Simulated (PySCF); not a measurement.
PySCF input file for CrO2Cl2, SMILES [O]=[Cr]([Cl])(=[O])[Cl], multiplicity 1, TDA-ωB97X/def2-SVPD. Geometry optimised at PBE-D3(BJ)/def2-SVP. The multiplicity is an assumed one; other spin states were not compared. The isomer is the one that the SMILES or the coordinates give; other isomers of the formula were not compared.

```python
import numpy as np
from pyscf import gto, scf, dft, tdscf

mol = gto.M(
    atom='''
    Cr   -0.00000000   -0.00000000    0.35689150
    O     0.00000000    1.26619788    1.26236946
    O    -0.00000001   -1.26619789    1.26236945
    Cl   -1.75733580    0.00000000   -0.84597963
    Cl    1.75733581   -0.00000000   -0.84597963
    ''',
    basis='def2-SVPD',
    charge=0,
    spin=0,
    symmetry=True,
    max_memory=1600,
    verbose=4,
)
mf = dft.RKS(mol, xc='wb97x').density_fit(auxbasis='def2-universal-jkfit')
mf.grids.level = 3
mf.conv_tol = 1e-9
mf.max_cycle = 100
mf.kernel()
mf.grids = dft.Grids(mol).set(level=1).build(with_non0tab=True)  # coarser grid for the response kernel
td = tdscf.TDA(mf)
td.singlet = True
td.nstates = 10
td.conv_tol = 1e-4
td.kernel(x0=td.get_init_guess(mf, 15))
td.analyze()
tt = tdscf.TDA(mf)
tt.singlet = False
tt.nstates = 4
tt.conv_tol = 1e-4
tt.kernel(x0=tt.get_init_guess(mf, 9))
tt.analyze(verbose=3)
```

It prints:

```
PySCF version 2.14.0

[INPUT] verbose = 4
[INPUT] num. atoms = 5
[INPUT] num. electrons = 74
[INPUT] charge = 0
[INPUT] spin (= nelec alpha-beta = 2S) = 0
[INPUT] symmetry True subgroup None
[INPUT] Mole.unit = angstrom
[INPUT] Symbol           X                Y                Z      unit          X                Y                Z       unit  Magmom
[INPUT]  1 Cr     0.000000000000   0.000000000000   0.356891500000 AA    0.000000000000   0.000000000000   0.674427191185 Bohr   0.0
[INPUT]  2 O      0.000000000000   1.266197880000   1.262369460000 AA    0.000000000000   2.392767212705   2.385532547415 Bohr   0.0
[INPUT]  3 O     -0.000000010000  -1.266197890000   1.262369450000 AA   -0.000000018897  -2.392767231602   2.385532528518 Bohr   0.0
[INPUT]  4 Cl    -1.757335800000   0.000000000000  -0.845979630000 AA   -3.320883370893   0.000000000000  -1.598669807661 Bohr   0.0
[INPUT]  5 Cl     1.757335810000   0.000000000000  -0.845979630000 AA    3.320883389791   0.000000000000  -1.598669807661 Bohr   0.0

nuclear repulsion = 485.429776140725
point group symmetry = C2v
symmetry origin: [ 2.29831558e-09 -2.04294714e-09 -3.57515761e-09]
symmetry axis x: [ 1.00000000e+00  1.27660739e-09 -4.69764855e-09]
symmetry axis y: [-1.27660739e-09  1.00000000e+00 -1.12441938e-11]
symmetry axis z: [4.69764855e-09 1.12442663e-11 1.00000000e+00]
num. orbitals of irrep A1 = 50
num. orbitals of irrep A2 = 18
num. orbitals of irrep B1 = 34
num. orbitals of irrep B2 = 32
number of shells = 52
number of NR pGTOs = 232
number of NR cGTOs = 134
basis = def2-SVPD
ecp = {}


[settings echo left out]
init E= -2114.72413453175
HOMO (B1) = -0.451231340132608  LUMO (A1) = -0.274508685881678  gap/eV = 4.80887
cycle= 1 E= -2114.38707540551  delta_E= 0.337  |g|= 1.53  |ddm|= 3.67
HOMO (B2) = -0.339027590312578  LUMO (A1) = -0.297453275109184  gap/eV = 1.13129
cycle= 2 E= -2105.81714201501  delta_E= 8.57  |g|= 7.18  |ddm|= 3.91
HOMO (B1) = -0.435830155954367  LUMO (A1) = -0.148713055471648  gap/eV = 7.81285
cycle= 3 E= -2114.78534732483  delta_E= -8.97  |g|= 0.324  |ddm|= 3.22
HOMO (B1) = -0.455238961344727  LUMO (A1) = -0.145846504098391  gap/eV = 8.41900
cycle= 4 E= -2114.79785753697  delta_E= -0.0125  |g|= 0.153  |ddm|= 0.205
HOMO (B1) = -0.449254690227789  LUMO (A1) = -0.130875350523705  gap/eV = 8.66354
cycle= 5 E= -2114.80041178363  delta_E= -0.00255  |g|= 0.0866  |ddm|= 0.0648
HOMO (B1) = -0.44628385329398  LUMO (A1) = -0.131993535594358  gap/eV = 8.55228
cycle= 6 E= -2114.80121167562  delta_E= -0.0008  |g|= 0.0491  |ddm|= 0.039
HOMO (B1) = -0.44687539831288  LUMO (A1) = -0.129537647263351  gap/eV = 8.63520
cycle= 7 E= -2114.80160933578  delta_E= -0.000398  |g|= 0.00542  |ddm|= 0.0275
HOMO (B1) = -0.446840793819138  LUMO (A1) = -0.128991005574663  gap/eV = 8.64913
cycle= 8 E= -2114.80161977705  delta_E= -1.04e-05  |g|= 0.00138  |ddm|= 0.00705
HOMO (B1) = -0.446870421030258  LUMO (A1) = -0.128976317996637  gap/eV = 8.65034
cycle= 9 E= -2114.80162148077  delta_E= -1.7e-06  |g|= 0.000629  |ddm|= 0.0033
HOMO (B1) = -0.446866800255087  LUMO (A1) = -0.128989864547848  gap/eV = 8.64987
cycle= 10 E= -2114.8016219155  delta_E= -4.35e-07  |g|= 0.000331  |ddm|= 0.00232
HOMO (B1) = -0.446857674408514  LUMO (A1) = -0.128968891161963  gap/eV = 8.65019
cycle= 11 E= -2114.8016219508  delta_E= -3.53e-08  |g|= 6.11e-05  |ddm|= 0.000454
HOMO (B1) = -0.446863163644431  LUMO (A1) = -0.128965546276258  gap/eV = 8.65043
cycle= 12 E= -2114.80162195712  delta_E= -6.31e-09  |g|= 2.51e-05  |ddm|= 0.000228
HOMO (B1) = -0.446861705891899  LUMO (A1) = -0.128963727271589  gap/eV = 8.65044
cycle= 13 E= -2114.80162195832  delta_E= -1.2e-09  |g|= 6.36e-06  |ddm|= 0.000121
HOMO (B1) = -0.446861517306957  LUMO (A1) = -0.128963639763439  gap/eV = 8.65044
cycle= 14 E= -2114.80162195839  delta_E= -6.73e-11  |g|= 2.55e-06  |ddm|= 2.64e-05
HOMO (B1) = -0.446861481875277  LUMO (A1) = -0.128963114113688  gap/eV = 8.65046
Extra cycle  E= -2114.8016219584  delta_E= -7.28e-12  |g|= 3.98e-06  |ddm|= 6.14e-06
converged SCF energy = -2114.8016219584
tot grids = 30448


******** <class 'pyscf.tdscf.rks.TDA'> for <class 'pyscf.df.df_jk.DFSymAdaptedRKS'> ********
nstates = 10 singlet
deg_eia_thresh = 1.000e-03
wfnsym = None
conv_tol = 0.0001
eigh lindep = 1e-12
eigh level_shift = 0
eigh max_cycle = 100


Excitation energies (eV)
[2.95581852 3.01024515 3.12965495 3.41953398 3.68128941 3.87035336
 3.91155306 3.94815215 3.98354555 4.09244069]

** Singlet excitation energies and oscillator strengths **
Excited State   1:   B2      2.95582 eV    419.46 nm  f=0.0017
      33 -> 38        0.23740
      35 -> 38        0.63903
      37 -> 39       -0.11087
Excited State   2:   A2      3.01025 eV    411.87 nm  f=0.0000
      36 -> 38        0.69727
Excited State   3:   B1      3.12965 eV    396.16 nm  f=0.0036
      32 -> 38        0.11832
      33 -> 39       -0.30974
      35 -> 39       -0.49734
      37 -> 38        0.35436
Excited State   4:   B1      3.41953 eV    362.58 nm  f=0.0423
      31 -> 40       -0.10086
      32 -> 38       -0.20189
      33 -> 39       -0.27069
      35 -> 39       -0.27691
      37 -> 38       -0.53498
Excited State   5:   A2      3.68129 eV    336.80 nm  f=0.0000
      33 -> 40        0.28301
      35 -> 40        0.62891
Excited State   6:   A1      3.87035 eV    320.34 nm  f=0.0000
      30 -> 38        0.11887
      34 -> 38       -0.42200
      36 -> 39        0.21413
      37 -> 40        0.49739
Excited State   7:   B2      3.91155 eV    316.97 nm  f=0.0000
      33 -> 38        0.56967
      35 -> 38       -0.26316
      37 -> 39       -0.30140
Excited State   8:   B2      3.94815 eV    314.03 nm  f=0.0007
      33 -> 38        0.29957
      36 -> 40       -0.31255
      37 -> 39        0.54143
Excited State   9:   A1      3.98355 eV    311.24 nm  f=0.0000
      34 -> 38       -0.20294
      36 -> 39        0.51878
      37 -> 40       -0.41822
Excited State  10:   B2      4.09244 eV    302.96 nm  f=0.0016
      33 -> 38        0.12740
      33 -> 41       -0.14444
      36 -> 40        0.60871
      37 -> 39        0.26523

** Transition electric dipole moments (AU) **
state          X           Y           Z        Dip. S.      Osc.
  1        -0.0000     -0.1551     -0.0000      0.0240      0.0017
  2         0.0000     -0.0000      0.0000      0.0000      0.0000
  3        -0.2181     -0.0000      0.0000      0.0476      0.0036
  4         0.7103     -0.0000      0.0000      0.5045      0.0423
  5        -0.0000      0.0000      0.0000      0.0000      0.0000
  6        -0.0000     -0.0000     -0.0131      0.0002      0.0000
  7         0.0000     -0.0025     -0.0000      0.0000      0.0000
  8        -0.0000     -0.0878      0.0000      0.0077      0.0007
  9         0.0000     -0.0000     -0.0063      0.0000      0.0000
 10        -0.0000     -0.1267     -0.0000      0.0161      0.0016

** Transition velocity dipole moments (imaginary part, AU) **
state          X           Y           Z        Dip. S.      Osc.
  1         0.0000      0.0265     -0.0000      0.0007      0.0043
  2        -0.0000     -0.0000      0.0000      0.0000      0.0000
  3         0.0265     -0.0000     -0.0000      0.0007      0.0041
  4        -0.0421     -0.0000      0.0000      0.0018      0.0094
  5        -0.0000     -0.0000     -0.0000      0.0000      0.0000
  6         0.0000     -0.0000      0.0452      0.0020      0.0096
  7         0.0000      0.0087     -0.0000      0.0001      0.0004
  8        -0.0000      0.0022      0.0000      0.0000      0.0000
  9        -0.0000      0.0000     -0.0207      0.0004      0.0020
 10        -0.0000      0.1022      0.0000      0.0104      0.0463

** Transition magnetic dipole moments (imaginary part, AU) **
state          X           Y           Z
  1         0.0613     -0.0000     -0.0000
  2        -0.0000      0.0000     -0.5225
  3        -0.0000     -0.7084      0.0000
  4        -0.0000     -0.1407      0.0000
  5         0.0000      0.0000      0.2124
  6         0.0000     -0.0000     -0.0000
  7         0.6674     -0.0000     -0.0000
  8         0.6433      0.0000      0.0000
  9         0.0000      0.0000     -0.0000
 10         0.2290      0.0000     -0.0000


******** <class 'pyscf.tdscf.rks.TDA'> for <class 'pyscf.df.df_jk.DFSymAdaptedRKS'> ********
nstates = 4 triplet
deg_eia_thresh = 1.000e-03
wfnsym = None
conv_tol = 0.0001
eigh lindep = 1e-12
eigh level_shift = 0
eigh max_cycle = 100


Excitation energies (eV)
[2.46508818 2.65272306 2.80808596 2.81580508]

** Triplet excitation energies and oscillator strengths **
Excited State   1:   B2      2.46509 eV    502.96 nm  f=0.0000
Excited State   2:   B1      2.65272 eV    467.38 nm  f=0.0000
Excited State   3:   B1      2.80809 eV    441.53 nm  f=0.0000
Excited State   4:   A2      2.81581 eV    440.32 nm  f=0.0000
```

The run converged.

Cost: roughly 3 core-minutes.
